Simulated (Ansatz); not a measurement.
Reaction (redistribution): `F[SiH2][SbH2]` + `CB(C)[SiH2]N` → `CB(C)[SiH2]F` + `N[SiH2][SbH2]`

Program: Ansatz. Geometries: PBE0-D4/def2-TZVP. ΔE: electronic, gas phase. CBS: MP2 limit from def2 TZ/QZ plus the TZ coupled-cluster correction, frozen cores. Functionals use def2-TZVPP. Elements past krypton have def2 core potentials. For Sb outer-core shells are correlated without core-valence functions, which leaves a few kJ/mol of doubt a bond. One conformer a species, not always the lowest.

Is it downhill or uphill in electronic energy at CCSD(T)/CBS, and by how much? (An estimate is asked.)

Ansatz gave: Downhill: ΔE = -2.7 kcal/mol.

What do these levels give: LDA (SPW92), r2SCANh-D4, ωB97M-V, revPBE, PBE0, r2SCANh, BHLYP, RPA@PBE/def2-TZVPP, MP2/def2-SVP, CCSD/def2-SVP, CCSD(T)/def2-TZVPP, CCSD/CBS(def2)? (Estimate.)

Ansatz gave: LDA (SPW92) -2.6, r2SCANh-D4 -2.7, ωB97M-V -2.6, revPBE -2.4, PBE0 -2.7, r2SCANh -2.7, BHLYP -2.8, RPA@PBE/def2-TZVPP -2.3, MP2/def2-SVP -3.7, CCSD/def2-SVP -3.4, CCSD(T)/def2-TZVPP -2.6, CCSD/CBS(def2) -2.8 kcal/mol.

Largest T1 diagnostic among the species: 0.013.

Leaving LDA and LC-ωPBE aside and taking each functional with its dispersion term where it has one, the values, not all of them listed here, spread over 0.4 kcal/mol, from BHLYP-D4 to PBE-D4.
